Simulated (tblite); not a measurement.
C7H13BOSi.
Numbering: `[BH2:1]/[CH:2]=[C:3]1/[CH:4]=[CH:5][Si@H:6]1[O:7][CH:8]([CH3:9])[CH3:10]` (hydrogens: H11, H12 on B1; H13 on C2; H14 on C4; H15 on C5; H16 on Si6; H17 on C8; H18, H19, H20 on C9; H21, H22, H23 on C10)

Computed with GFN2-xTB (tblite), gas phase: L-BFGS steps from a force-field or distance-geometry start until the largest atomic force falls under 0.01 eV/Å.

Step 12: E = -778.0697 eV
```
atom  x, y, z in Å  |  force x, y, z in eV/Å
B1     -1.8853    2.0194    1.2508   -0.057  -0.059  -0.052
C2     -2.7719    0.8995    0.7005   -0.031   0.016   0.044
C3     -2.2436   -0.3004    0.3854   -0.051   0.012  -0.048
C4     -2.7863   -1.5259   -0.1860    0.017  -0.046   0.174
C5     -1.7117   -2.3254   -0.3369   -0.126  -0.043  -0.088
Si6    -0.5040   -1.0647    0.3811    0.087   0.058   0.126
O7      0.5265   -0.3999   -0.6751    0.058   0.120   0.301
C8      1.7130    0.2391   -0.2384    0.171   0.003   0.011
C9      2.7968   -0.8280   -0.1910    0.059  -0.029   0.003
C10     2.0554    1.3982   -1.1608    0.032   0.027  -0.048
H11    -0.7335    1.8159    1.3710   -0.059   0.033   0.030
H12    -2.3266    3.0663    1.5332   -0.009   0.009   0.004
H13    -3.8403    1.0574    0.5470    0.076  -0.093  -0.033
H14    -3.8137   -1.7618   -0.4089   -0.107   0.121  -0.012
H15    -1.7298   -3.3308   -0.7307    0.098   0.088   0.007
H16     0.1266   -1.3472    1.6891   -0.167  -0.030  -0.255
H17     1.5698    0.6504    0.7732   -0.065  -0.103  -0.097
H18     3.7356   -0.4447    0.2003   -0.043   0.046  -0.032
H19     2.4397   -1.6334    0.4467    0.137  -0.044   0.005
H20     2.9521   -1.2243   -1.1912    0.052  -0.007   0.008
H21     1.2337    2.1060   -1.1891   -0.073   0.022   0.020
H22     2.9419    1.9035   -0.7892    0.028   0.028   0.025
H23     2.2508    1.0577   -2.1710   -0.027  -0.127  -0.089
```

Step 13: E = -778.0805 eV
```
atom  x, y, z in Å  |  force x, y, z in eV/Å
B1     -1.8922    2.0199    1.2503   -0.053  -0.041  -0.046
C2     -2.7754    0.8984    0.7007   -0.044   0.045   0.042
C3     -2.2448   -0.3002    0.3891   -0.050  -0.033  -0.050
C4     -2.7960   -1.5223   -0.1809    0.009  -0.059   0.147
C5     -1.7243   -2.3238   -0.3356   -0.023   0.003  -0.086
Si6    -0.5047   -1.0681    0.3822    0.013   0.072   0.086
O7      0.5332   -0.3935   -0.6597   -0.021   0.067   0.187
C8      1.7247    0.2417   -0.2357    0.076  -0.025   0.020
C9      2.8034   -0.8263   -0.1901    0.112  -0.073  -0.009
C10     2.0567    1.3986   -1.1617    0.045   0.034  -0.079
H11    -0.7416    1.8050    1.3675   -0.065   0.076   0.044
H12    -2.3331    3.0692    1.5326    0.022  -0.037  -0.007
H13    -3.8431    1.0462    0.5408    0.040  -0.053  -0.020
H14    -3.8255   -1.7559   -0.4067   -0.043   0.146   0.018
H15    -1.7410   -3.3244   -0.7375    0.085   0.030  -0.003
H16     0.1300   -1.3521    1.6836   -0.159  -0.051  -0.191
H17     1.5850    0.6529    0.7713   -0.064  -0.041   0.052
H18     3.7433   -0.4510    0.1969    0.053   0.129   0.022
H19     2.4541   -1.6325    0.4490    0.076  -0.067   0.013
H20     2.9614   -1.2205   -1.1881    0.030  -0.053  -0.077
H21     1.2326    2.1037   -1.1897   -0.076   0.011   0.023
H22     2.9426    1.9087   -0.7990    0.065   0.049   0.053
H23     2.2499    1.0533   -2.1694   -0.030  -0.129  -0.140
```

Step 14: E = -778.0886 eV
```
atom  x, y, z in Å  |  force x, y, z in eV/Å
B1     -1.8984    2.0195    1.2490   -0.037  -0.007  -0.026
C2     -2.7789    0.8975    0.7014   -0.042   0.036   0.019
C3     -2.2464   -0.3000    0.3912   -0.037  -0.055  -0.018
C4     -2.8032   -1.5209   -0.1743   -0.018  -0.049   0.083
C5     -1.7333   -2.3222   -0.3364    0.065   0.049  -0.053
Si6    -0.5059   -1.0693    0.3844   -0.084   0.069  -0.001
O7      0.5386   -0.3876   -0.6440   -0.070   0.029   0.047
C8      1.7353    0.2435   -0.2333   -0.007  -0.029   0.032
C9      2.8104   -0.8264   -0.1896    0.127  -0.076  -0.021
C10     2.0587    1.3995   -1.1640    0.044   0.014  -0.076
H11    -0.7491    1.7983    1.3656   -0.054   0.095   0.050
H12    -2.3373    3.0704    1.5320    0.030  -0.058  -0.013
H13    -3.8451    1.0373    0.5359   -0.015  -0.019  -0.010
H14    -3.8346   -1.7484   -0.4044    0.005   0.144   0.048
H15    -1.7486   -3.3194   -0.7428    0.074  -0.019  -0.019
H16     0.1298   -1.3568    1.6761   -0.121  -0.082  -0.068
H17     1.5951    0.6538    0.7707   -0.025   0.014   0.148
H18     3.7502   -0.4532    0.1948    0.113   0.163   0.047
H19     2.4661   -1.6330    0.4508    0.044  -0.072   0.013
H20     2.9688   -1.2187   -1.1872    0.022  -0.076  -0.112
H21     1.2306    2.1020   -1.1897   -0.041  -0.022   0.017
H22     2.9441    1.9135   -0.8054    0.060   0.047   0.037
H23     2.2485    1.0477   -2.1709   -0.033  -0.097  -0.122
```

**Question.** Estimate the geometry and energy of step 15. (The exact step hangs on the optimiser's Hessian estimate; all steps are aligned on step 14, rigid shifts and turns removed.)

**Answer.** E = -778.0955 eV, largest force 0.194 eV/Å
```
atom  x, y, z in Å  |  force x, y, z in eV/Å
B1     -1.9041    2.0189    1.2474   -0.019   0.017  -0.007
C2     -2.7823    0.8968    0.7022   -0.040   0.006  -0.013
C3     -2.2487   -0.3002    0.3927   -0.027  -0.050   0.025
C4     -2.8092   -1.5209   -0.1671   -0.032  -0.027   0.009
C5     -1.7397   -2.3203   -0.3382    0.107   0.071  -0.021
Si6    -0.5085   -1.0688    0.3863   -0.144   0.059  -0.083
O7      0.5417   -0.3818   -0.6300   -0.070   0.011  -0.069
C8      1.7441    0.2444   -0.2306   -0.052  -0.019   0.043
C9      2.8186   -0.8277   -0.1896    0.103  -0.040  -0.025
C10     2.0611    1.4003   -1.1674    0.031  -0.025  -0.040
H11    -0.7562    1.7950    1.3653   -0.031   0.099   0.052
H12    -2.3402    3.0704    1.5313    0.021  -0.051  -0.015
H13    -3.8470    1.0295    0.5316   -0.069   0.014   0.000
H14    -3.8423   -1.7394   -0.4017    0.031   0.120   0.072
H15    -1.7529   -3.3153   -0.7474    0.063  -0.047  -0.033
H16     0.1270   -1.3624    1.6684   -0.078  -0.111   0.058
H17     1.6027    0.6546    0.7728    0.027   0.037   0.164
H18     3.7577   -0.4517    0.1938    0.115   0.151   0.038
H19     2.4771   -1.6349    0.4525    0.040  -0.054  -0.005
H20     2.9753   -1.2188   -1.1885    0.021  -0.074  -0.092
H21     1.2281    2.1000   -1.1894    0.014  -0.063   0.004
H22     2.9464    1.9183   -0.8099    0.024   0.023  -0.005
H23     2.2466    1.0412   -2.1745   -0.034  -0.047  -0.060
```

The energy changes by -0.0069 eV. The first-order estimate −F·Δx gives -0.0095 eV and the mean of the old and new forces, exact on a quadratic surface, -0.0069 eV. The step makes an angle of 62° with the force vector and moves no atom by more than 0.015 Å.

What follows is the cost of the whole relaxation. Hardware: one thread of an AMD EPYC 7B13 (shared host). Cost: 1.2 s.
